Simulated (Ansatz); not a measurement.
HfO2, singlet, geometry from GFN2-xTB (such geometries of metal compounds can be far from the true shape) (core potentials on Hf). Base run: PBE/def2-SV(P) (Ansatz, a first-principles code).

Ansatz was given this input:
Ansatz 0.2 input:
```yaml
crystal:
  periodic: [false, false, false]
  atoms:
    - {symbol: Hf, position_ang: [0.11643168, -0.00131736, 0.13721368]}
    - {symbol: O, position_ang: [0.59267977, 0.25789576, -1.56254426]}
    - {symbol: O, position_ang: [-1.64056486, -0.24603952, 0.32762113]}
basis:
  gaussian:
    orbitals: def2-SV_P_.json
hamiltonian:
  xc: pbe
```
The basis file holds def2-SV(P) in the JSON format of the Basis Set Exchange.

The bond that is stretched is that between atoms 2 and 1. A test that says stable can miss a lower solution.

Variants of this job, named by their change:

```
change                                                           ΔE vs base (eV)  <S^2>            stability test says
---------------------------------------------------------------  ---------------  -----  -----------------------------
base                                                                        0.00  0.000  minimum (restricted orbitals)
spin_polarized = on; lower_state_search = off                               0.00  0.000       undecided (no full test)
spin_polarized = on; lower_state_search = standard                          0.00  0.000                        minimum
bond × 1.25                                                                 1.63  0.000  minimum (restricted orbitals)
spin_polarized = on; lower_state_search = off; bond × 1.25                  1.63  0.000       undecided (no full test)
spin_polarized = on; lower_state_search = standard; bond × 1.25             1.63  0.012                        minimum
bond × 1.5                                                                  4.00  0.000  minimum (restricted orbitals)
spin_polarized = on; lower_state_search = off; bond × 1.5                   4.00  0.000       undecided (no full test)
spin_polarized = on; lower_state_search = standard; bond × 1.5              3.42  1.047                        minimum
bond × 1.8                                                                  5.90  0.000  minimum (restricted orbitals)
spin_polarized = on; lower_state_search = off; bond × 1.8                   4.85  1.208       undecided (no full test)
spin_polarized = on; lower_state_search = standard; bond × 1.8              4.85  1.208                        minimum
bond × 2.2                                                                  7.20  0.000  minimum (restricted orbitals)
spin_polarized = on; lower_state_search = off; bond × 2.2                   5.86  1.142       undecided (no full test)
spin_polarized = on; lower_state_search = standard; bond × 2.2              5.76  1.584                        minimum
bond × 3.0                                                                  8.01  0.000  minimum (restricted orbitals)
spin_polarized = on; lower_state_search = off; bond × 3.0                   6.31  1.119       undecided (no full test)
spin_polarized = on; lower_state_search = standard; bond × 3.0              6.25  1.782                        minimum
```

Where a bond breaks into two radicals, a solution with restricted orbitals usually stops being the lowest and lies too high; an unrestricted one lies lower at the price of spin contamination, which <S^2> shows.
